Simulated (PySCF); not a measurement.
A survey of 17O NMR shifts

PySCF 2.14 calculation with GFN2-xTB geometry and GIAO PBE0/pcSseg-1 shieldings; fast rotation and ring inversion assumed for equivalent nuclei, one computed conformer, non-relativistic, no solvent.

Shieldings were converted by a linear fit to measured shifts: 17O: δ = 266.70 − 0.911σ (rms 10.7 ppm, 155 shifts, 12.2 ppm with the 3 outliers that the fit left out vs liquid water, solution or neat liquid). Occasional misses reach two or three times the rms, and more in compound classes unlike the fitted ones.

Q: Give the 17O shifts of `F[C@H]1C=C(O[SiH3])COC1`, `CCP1(=O)CCC(=O)CC1`, `CC(C)(C)C[P@H](=S)CO`, `CC[P@@]1(=O)CCC=C1OC`, `CC#C[P@](=O)(O)CCCC`.

A: 
| compound | environment | δ (ppm) |
| --- | --- | --- |
| [F:1][C@H:2]1[CH:3]=[C:4]([O:5][SiH3:6])[CH2:7][O:8][CH2:9]1 | O5: oxygen bonded to C, Si | 42.2 |
| [F:1][C@H:2]1[CH:3]=[C:4]([O:5][SiH3:6])[CH2:7][O:8][CH2:9]1 | O8: ether oxygen | -18.3 |
| [CH3:1][CH2:2][P:3]1(=[O:4])[CH2:5][CH2:6][C:7](=[O:8])[CH2:9][CH2:10]1 | O8: ketone oxygen | 589.3 |
| [CH3:1][CH2:2][P:3]1(=[O:4])[CH2:5][CH2:6][C:7](=[O:8])[CH2:9][CH2:10]1 | O4: P=O oxygen | 29.1 |
| CC(C)(C)C[P@H](=S)CO | alcohol oxygen | -28.1 |
| [CH3:1][CH2:2][P@@:3]1(=[O:4])[CH2:5][CH2:6][CH:7]=[C:8]1[O:9][CH3:10] | O4: P=O oxygen | 59.5 |
| [CH3:1][CH2:2][P@@:3]1(=[O:4])[CH2:5][CH2:6][CH:7]=[C:8]1[O:9][CH3:10] | O9: ether oxygen | 49.9 |
| [CH3:1][C:2]#[C:3][P@:4](=[O:5])([OH:6])[CH2:7][CH2:8][CH2:9][CH3:10] | O5: P=O oxygen | 109.5 |
| [CH3:1][C:2]#[C:3][P@:4](=[O:5])([OH:6])[CH2:7][CH2:8][CH2:9][CH3:10] | O6: oxygen bonded to P, H | 66.5 |
